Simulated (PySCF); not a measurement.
**Radial density of Yb (ytterbium, neutral)**

revPBE, [Xe] 4f14 6s2, closed-shell 1S. Calculation: PySCF 2.14, in cc-pVDZ-X2C (8s7p5d3f1g, 84 functions); the spin-free X2C one-electron Hamiltonian (Gaussian nucleus).

```
r (bohr)  4πr²ρ (e/bohr)
  0.0180           90.29
  0.0303           86.09
  0.0510           122.0
  0.0858           107.5
   0.144           108.4
   0.243           77.95
   0.408           62.79
   0.687           38.36
    1.15           13.64
    1.94           3.437
    3.27          0.8271
    5.50          0.2485
    9.24        0.006561
```

Densities and radii are taken from the X2C orbitals without a picture-change correction, which distorts them close to the nucleus.

Spin-orbit coupling, which splits the p, d and f shells strongly at this Z, is absent.
